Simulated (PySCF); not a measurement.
Compound: C3H6ClFSi.
SMILES with atom numbers: `[F:1][Si@@H:2]1[CH2:3][CH2:4][C@H:5]1[Cl:6]` (hydrogens: H7 on Si2; H8, H9 on C3; H10, H11 on C4; H12 on C5)

Computed by this run: PBE0-D3(BJ)/def2-SVP geometry optimisation, gas phase (PySCF 2.14.0); density fitting, grid level 1; the optimiser is geomeTRIC in internal coordinates, started from a GFN2-xTB structure with every atom displaced at random (about 0.01 Å).

Step 0: E = -26302.6518 eV
```
atom  x, y, z in Å  |  force x, y, z in eV/Å
F1      1.2523    0.3549    2.3244   -0.037   0.115  -0.017
Si2     1.0942   -0.1673    0.7895   -1.358   0.598  -0.077
C3      0.3645    1.0752   -0.4783    1.233   1.049   0.645
C4     -0.7710    0.1395   -0.7717   -1.616   0.049   0.070
C5     -0.6398   -0.8730    0.3695    0.081  -0.466   0.510
Cl6    -0.7837   -2.5684   -0.1312   -0.018  -0.413  -0.082
H7      2.2947   -0.9530    0.5599    0.482  -0.370  -0.339
H8      0.9901    1.3419   -1.3355    0.079   0.146  -0.181
H9      0.0369    2.0202    0.0056    0.192  -0.259  -0.084
H10    -0.6642   -0.3631   -1.7277    0.135  -0.274  -0.430
H11    -1.7846    0.6295   -0.7887    0.671  -0.295  -0.020
H12    -1.3933   -0.7281    1.1618    0.156   0.120   0.004
```

Step 1: E = -26302.6959 eV
```
atom  x, y, z in Å  |  force x, y, z in eV/Å
F1      1.2224    0.3978    2.3767    0.096   0.049   0.371
Si2     1.0099   -0.1283    0.8694    0.071  -0.117  -1.464
C3      0.4153    1.0946   -0.4477    0.050  -0.160  -0.023
C4     -0.7748    0.1334   -0.7330   -0.036   0.267  -0.083
C5     -0.6523   -0.9118    0.4042   -0.117  -0.035   0.087
Cl6    -0.7220   -2.6064   -0.1596    0.092   0.063   0.138
H7      2.1779   -0.9031    0.3692    0.130  -0.103   0.399
H8      1.0522    1.2862   -1.3327    0.017  -0.114   0.309
H9      0.1085    2.0657   -0.0626   -0.222   0.348   0.158
H10    -0.6723   -0.3642   -1.6992    0.179  -0.188  -0.213
H11    -1.7499    0.6445   -0.7829   -0.028  -0.051   0.227
H12    -1.4189   -0.8002    1.1760   -0.233   0.041   0.095
```

Step 2: E = -26302.7728 eV
```
atom  x, y, z in Å  |  force x, y, z in eV/Å
F1      1.2448    0.3721    2.3407    0.070   0.046   0.192
Si2     1.0208   -0.1366    0.8200   -0.022  -0.084  -0.472
C3      0.4022    1.1104   -0.4444   -0.090   0.069   0.070
C4     -0.7711    0.1322   -0.7516   -0.122   0.092  -0.151
C5     -0.6609   -0.9017    0.4013   -0.023  -0.015   0.133
Cl6    -0.7255   -2.6094   -0.1091    0.013  -0.012   0.012
H7      2.2008   -0.9405    0.3966    0.011  -0.015   0.146
H8      1.0555    1.3190   -1.3036    0.024   0.007   0.009
H9      0.0682    2.0789   -0.0372    0.001  -0.103   0.033
H10    -0.6452   -0.3735   -1.7204    0.084  -0.020   0.033
H11    -1.7561    0.6248   -0.7844    0.020  -0.011   0.030
H12    -1.4376   -0.7674    1.1696    0.034   0.046  -0.033
```

Task: Estimate the geometry and energy of step 3. (The exact step hangs on the optimiser's Hessian estimate; all steps are aligned on step 2, rigid shifts and turns removed.)

Result: E = -26302.7838 eV, largest force 0.069 eV/Å
```
atom  x, y, z in Å  |  force x, y, z in eV/Å
F1      1.2617    0.3640    2.3263    0.019   0.021   0.028
Si2     1.0258   -0.1415    0.7994   -0.023  -0.026  -0.011
C3      0.3924    1.1149   -0.4426    0.013  -0.012  -0.058
C4     -0.7723    0.1315   -0.7638   -0.065   0.022  -0.011
C5     -0.6623   -0.8961    0.3998    0.022  -0.031  -0.003
Cl6    -0.7314   -2.6103   -0.0877   -0.023  -0.008  -0.006
H7      2.2076   -0.9592    0.4149   -0.001  -0.001   0.016
H8      1.0490    1.3404   -1.2947   -0.017   0.048  -0.026
H9      0.0496    2.0691   -0.0159    0.006  -0.034   0.059
H10    -0.6286   -0.3768   -1.7290    0.044  -0.008   0.040
H11    -1.7596    0.6170   -0.7952    0.001  -0.003  -0.038
H12    -1.4360   -0.7448    1.1663    0.024   0.032   0.010
```

The energy changes by -0.0110 eV. The first-order estimate −F·Δx gives -0.0182 eV and the mean of the old and new forces, exact on a quadratic surface, -0.0110 eV. The step makes an angle of 66° with the force vector and moves no atom by more than 0.030 Å.

What follows is the cost of the whole optimisation. On one thread of an Arm Neoverse V1, shared host with 32 logical CPUs at a one-minute load of 39, this took 88 s and 0.49 GiB of memory at its peak.
